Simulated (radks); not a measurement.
Results of a calculation; reference values are marked as such.
Q: Orbital eigenvalues (eV) of neutral neodymium, [Xe] 4f4 6s2, of relativity; Dirac values are averaged over j with weights 2j + 1. Spin-unpolarised spherical Kohn-Sham, LDA (Slater exchange, Perdew-Wang correlation), point nucleus unless stated (finite: rms radius 4.9123 fm), a radial shooting solver on a logarithmic mesh with Libxc functionals. A level marked "c x" has the speed of light scaled by that factor and shares open shells by 2j + 1; other Dirac levels either fill j = l - 1/2 first or share by 2j + 1.

| shell | non-rel. |
|---|---|
| 3s | -1392.2 |
| 3p | -1246.0 |
| 3d | -972.93 |
| 4s | -272.13 |
| 4p | -216.81 |
| 4d | -119.10 |
| 5s | -36.320 |
| 5p | -21.724 |
| 4f | -4.8792 |
| 6s | -3.4247 |
| 5d (empty) | -2.6237 |
| 6p (empty) | -1.3947 |

Give the values at the level "Dirac, c x 2".

A: 
shell       Dirac, c x 2  change of magnitude (%)
3s               -1421.2                    +2.09
3p               -1256.2                    +0.82
3d               -970.10                    -0.29
4s               -278.82                    +2.46
4p               -218.91                    +0.97
4d               -118.41                    -0.58
5s               -37.234                    +2.52
5p               -21.819                    +0.43
4f               -4.1029                   -15.91
6s               -3.4669                    +1.23
5d (empty)       -2.4731                    -5.74
6p (empty)       -1.3672                    -1.97
